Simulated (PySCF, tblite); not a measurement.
Compound: C5H3F3N4.
Geometry (GFN2-xTB, Å), atoms numbered from 1 in this order:
```
atom  x, y, z in Å
N1     4.2232    0.5538    1.3446
C2     3.1971    0.3285    0.8897
C3     1.9588    0.0026    0.3092
C4     1.6144   -1.1680   -0.4051
N5     0.3593   -1.0525   -0.7816
N6    -0.0254    0.1179   -0.3206
C7    -1.3600    0.6028   -0.4846
C8    -2.2634    0.1007    0.6491
F9    -1.8320    0.4957    1.8485
F10   -2.3415   -1.2313    0.6768
F11   -3.5083    0.5674    0.5005
N12    0.8847    0.7869    0.3362
H13    2.2078   -2.0255   -0.6401
H14   -1.7662    0.2334   -1.4302
H15   -1.3528    1.6956   -0.4567
```

Computed, not measured: PBE0/pcSseg-1 in PySCF (dipole) on a GFN2-xTB geometry, gas phase.

Take the most abundant isotopes and a rigid rotor. The values belong to one conformer with, in the numbering `[N:1]#[C:2][c:3]1[cH:4][n:5][n:6]([CH2:7][C:8]([F:9])([F:10])[F:11])[n:12]1`, N5–N6–C7–C8 86°.

Task: What are A, B and C (cm⁻¹)?

Result: Ia = 204.23, Ib = 1015.18, Ic = 1092.72 u·Å²; 505379 MHz·u·Å²/I gives 2475, 497.8 and 462.5 MHz, that is A = 0.08254, B = 0.01661, C = 0.01543 cm⁻¹.

Task: Classify the top.

Result: A near-prolate asymmetric top; Ray's κ = -0.965.

Task: Is it planar, by Δ = Ic − Ia − Ib?

Result: Not planar: Δ = Ic − Ia − Ib = -126.69 u·Å². For a rigid frame Δ = −2 Σ m c², so Σ m c² = 63.34 u·Å² lies off the ab plane: 6.25 from hydrogen and 57.09 from heavier atoms. The atom farthest from that plane is 1.86 Å away.

Task: Which lines would a microwave search look for?

Result: The dipole components are |μa| = 2.53 D, |μb| = 2.50 D, |μc| = 1.80 D. Intensities carry the squares of the components, which stand as 1.00 : 0.98 : 0.51 (a : b : c). Some lines, for components of 0.1 D or more:

| type | branch | J(Ka,Kc) | MHz | lower level (cm⁻¹) |
| --- | --- | --- | --- | --- |
| a | Q | 4(1,3) ← 4(1,4) | 353 | 0.381 |
| b | Q | 2(1,1) ← 2(0,2) | 2048 | 0.096 |
| a | R | 4(1,4) ← 3(1,3) | 3770 | 0.255 |
| a | R | 4(0,4) ← 3(0,3) | 3837 | 0.192 |
| a | R | 4(2,3) ← 3(2,2) | 3841 | 0.458 |
| a | R | 4(3,1) ← 3(3,0) | 3842 | 0.791 |
| b | Q | 3(2,2) ← 3(1,3) | 6089 | 0.255 |
| c | R | 2(2,0) ← 1(1,0) | 7886 | 0.099 |
| c | R | 2(2,1) ← 1(1,1) | 7921 | 0.098 |
| b | R | 3(2,2) ← 2(1,1) | 8811 | 0.164 |
| b | R | 3(2,1) ← 2(1,2) | 8919 | 0.161 |
| c | R | 4(2,3) ← 3(1,3) | 9930 | 0.255 |
| b | Q | 3(3,0) ← 3(2,1) | 9970 | 0.458 |
| c | R | 5(2,3) ← 4(1,3) | 10624 | 0.393 |
| c | R | 4(3,1) ← 3(2,1) | 13812 | 0.458 |
| b | Q | 4(4,1) ← 4(3,2) | 13960 | 0.919 |
| c | R | 4(4,1) ← 3(3,1) | 17802 | 0.791 |

Its GFN2-xTB frequencies are all real (lowest 18 cm⁻¹). Constants of a rigid frame at the computed geometry: no zero-point averaging, no centrifugal distortion. Quadrupole hyperfine structure (14N) is left out.

Cost: about 1.9 min of CPU time on one thread; the machine was shared, so the figure is rough. This is the PBE0/pcSseg-1 job that gave the dipole, with the shieldings it also computed.
